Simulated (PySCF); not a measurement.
**Dipole response of B²⁺ (boron, charge +2)**

[He] 2s1, 2S determinant. All numbers are calculated (PySCF 2.14, no relativity, point nucleus, in aug-cc-pwCVQZ (9s8p6d4f2g, 109 functions)). Coupled (time-dependent) response in atomic units; α is the mean over directions.

```
method  mean α (bohr³)  C₆ (like pair)  S(−4)
   UHF           7.944           11.17  155.6
   PBE           6.978           9.264  119.8
  PBE0           7.196           9.683  127.5
 M06-L           10.74           17.26  292.1
 TPSSh           7.278           10.08  123.8
```

S(−4) is the Cauchy moment in α(ω) = α(0) + S(−4) ω² + …

α(iu) at PBE0:

```
u (hartree)  α(iu) (bohr³)
          0          7.196
     0.0500          6.892
      0.100          6.121
      0.200          4.270
      0.300          2.895
      0.500          1.513
      0.750         0.8482
       1.00         0.5556
       1.50         0.3026
       2.00         0.1956
       3.00         0.1061
       5.00        0.05022
```

A single London oscillator, α(iu) = α/(1 + u²/ω²), gives C₆ = (3/4) ω α². Matching the computed C₆ needs ω = 4 × 9.683 / (3 × 7.196²) = 0.249 hartree.

For an ion, C₆ is the dispersion term alone; charge-induced terms of lower order in 1/R come first.
